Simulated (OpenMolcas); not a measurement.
**Pd2+: moving or changing the point charges**

Pd2+ among 6 point charges of -1.7 e arranged as an octahedron (Oh), 1.97 Å from the ion.
```
   1.9700    0.0000    0.0000  -1.70
   0.0000    1.9700    0.0000  -1.70
  -1.9700    0.0000    0.0000  -1.70
   0.0000   -1.9700    0.0000  -1.70
   0.0000    0.0000    1.9700  -1.70
   0.0000    0.0000   -1.9700  -1.70
```

```yaml
Program: OpenMolcas
Method: "SS-CASPT2, IPEA 0.25 Eh, imaginary shift 0.1 Eh (closed shells correlated: 4s 4p)"
Basis: ANO-RCC-VDZP [6s5p3d1f]
Scalar_Hamiltonian: DKH2, point nucleus
Active_space: 8 electrons in 5 orbitals (4d)
State_averaging: 2S+1 = 3 even, 10 roots; 2S+1 = 1 even, 15 roots
Spin-orbit_coupling: RASSI with atomic mean-field integrals over the reference wave functions
```

Runs around this geometry, states (labels of O, the rotations of Oh). Energies in cm-1 above the lowest state or level, χT in cm3 K/mol; 10Dq and B are least-squares fits to the states below 45000 cm-1, weighted by degeneracy, with a free offset, and given where the rms deviation is under 5 % of |10Dq| (or 100 cm-1) and under 700 cm-1.

```csv
R (Å),q (e),Ground state,First state of that spin,10Dq,B (rms of fit),First gap with spin-orbit (degeneracies),χT at 300 K,First state of another spin
1.97,-1.36,3A2,3T2 7650,,,"6790 (3, 2)",1.831,1E 12700
1.97,-1.7,3A2,3T2 9810,9723,819 (271),"8760 (3, 2)",1.671,1E 13000
2.11,-1.7,3A2,3T2 7500,,,"6620 (3, 2)",1.847,1E 12660
```

Taking the first state of the same spin as R^-n, n = -ln(7500 / 9810) / ln(2.11 / 1.97) = 3.9 between the shortest and longest distance.

Scaling the charges by -1.36 / -1.7 = 0.80 scales the first state of the same spin by 7650 / 9810 = 0.78; with fixed orbitals a first-order splitting would follow the charge.

Roots that are degenerate in the reference are averaged as groups; the widest CASPT2 spread within a group is 510 cm-1 (the 3-fold group of multiplicity 3 near 7650 cm-1 above the lowest state of its run, R = 1.97, q = -1.36). Shifts and gaps below about the spread of the groups concerned are not significant. Real 4d8 and 5d8 ions are as a rule square planar and diamagnetic. Free-ion shares, where given, are those of the reference states; single-state CASPT2 does not remix them. This is an electrostatic model: the charges have no orbitals. No measured value stands beside these numbers.
